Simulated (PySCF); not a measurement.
PySCF job for anisole (C7H8O), SMILES COc1ccccc1, KT2/pcSseg-1. Geometry optimised at r2SCAN-D4/def2-SVP. Other conformers were not sampled.

```python
import numpy as np
from pyscf import gto, scf, dft
from pyscf.prop.nmr import rks as nmr

mol = gto.M(
    atom='''
    C     0.32239536    2.75737568   -0.00000000
    O    -0.67123471    1.75823863   -0.00000000
    C    -0.27632201    0.46033729   -0.00000000
    C    -1.30758582   -0.49557953    0.00000000
    C    -0.99977317   -1.85299537    0.00000000
    C     0.33466832   -2.28215507    0.00000000
    C     1.35437403   -1.33007089   -0.00000000
    C     1.06323983    0.04002240   -0.00000000
    H    -0.20476959    3.72019507   -0.00000000
    H     0.96309561    2.69707814   -0.89856335
    H     0.96309561    2.69707814    0.89856336
    H    -2.34125516   -0.14016150    0.00000000
    H    -1.81136469   -2.58692335    0.00000000
    H     0.57327091   -3.34895836    0.00000000
    H     2.40115036   -1.64915803   -0.00000000
    H     1.88067537    0.76333372   -0.00000000
    ''',
    basis='pcSseg-1',
    charge=0,
    spin=0,
    max_memory=1600,
    verbose=3,
)
mf = dft.RKS(mol, xc='kt2').density_fit(auxbasis='def2-universal-jkfit')
mf.grids.level = 3
mf.conv_tol = 1e-10
mf.max_cycle = 100
mf.kernel()
n = nmr.NMR(mf)
n.verbose = 2
n.max_cycle_cphf = 60
sigma = n.kernel()
print('atom   isotropic/ppm   span/ppm')
for i, s in enumerate(sigma):
    w = np.linalg.eigvalsh((s + s.T) / 2)
    print(f'{mol.atom_symbol(i):2s}{i + 1:3d} {w.mean():14.3f} {w[2] - w[0]:11.3f}')
```

Program output:

```
converged SCF energy = -352.685249676777
atom   isotropic/ppm   span/ppm
C   1        128.281      76.809
O   2        215.880     159.148
C   3         26.557     153.950
C   4         69.929     169.464
C   5         58.624     209.422
C   6         67.327     202.300
C   7         58.394     211.319
C   8         80.111     178.939
H   9         27.162       9.628
H  10         27.616       8.928
H  11         27.616       8.928
H  12         24.345       7.077
H  13         24.083       5.668
H  14         24.424       5.049
H  15         24.065       6.025
H  16         24.750       8.430
```

Self-consistency was reached.
